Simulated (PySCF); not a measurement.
Run record: geometry optimisation, VHCl3, `[H][V]([Cl])([Cl])[Cl]` [radical].

Computed with PBE0-D3(BJ)/def2-SVP geometry optimisation, gas phase (PySCF 2.14.0). Start geometry: GFN2-xTB. The command runs a driver script over a list of jobs; the input below is this job's line of settings and its coordinates in Å.

Command:
```bash
OMP_NUM_THREADS=1 python probes_run.py task.json out
```

Input:
```
{"job": {"xc": "PBE0", "basis": "def2-SVP", "d3": "d3bj", "grid": 1, "maxiter": 40, "shake": 0.03, "kind": "geom"}, "charge": 0, "multiplicity": 2}
V      0.119220    -0.176820    -0.049090
H      0.013140    -0.064890     1.422960
Cl     1.926600     0.142480    -0.460900
Cl    -0.859300     1.659780    -0.508560
Cl    -1.124810    -1.671030    -0.466540
```

Output:
```
step   0  E = -2324.06783680  max force = 0.143537
step   1  E = -2324.10588565  max force = 0.036281
step   2  E = -2324.10930057  max force = 0.014342
step   3  E = -2324.10997361  max force = 0.002719
step   4  E = -2324.11002866  max force = 0.001235
step   5  E = -2324.11004333  max force = 0.000859
step   6  E = -2324.11004317  max force = 0.000631
step   7  E = -2324.11004151  max force = 0.000286
optimisation converged
```

Energies in Eh; «max force» is the largest Cartesian gradient component in Eh/bohr.

Question: How much energy does the optimisation release, in kcal/mol?

Answer: E(step 0) − E(last step) = 0.042205 Eh, which is 26.5 kcal/mol.

In short: final energy -2324.11004 Eh after 7 steps; dipole 0.66 D.

Question: Where do the atoms end?

Answer: 0.160 Å rms from the input after alignment:
```
atom  x, y, z in Å
V1     0.0416   -0.0468   -0.1293
H2     0.0577   -0.1321    1.4478
Cl3    2.1252    0.1650   -0.4117
Cl4   -1.0928    1.7208   -0.4891
Cl5   -1.0568   -1.8173   -0.4799
```

On one thread, Arm Neoverse N1 (aarch64), shared host with 64 logical CPUs at a one-minute load of 21, this took 2.0 min wall and 0.40 GiB of memory at its peak.
Labels such as C1 count atoms from 1, the log's own numbers from 0.
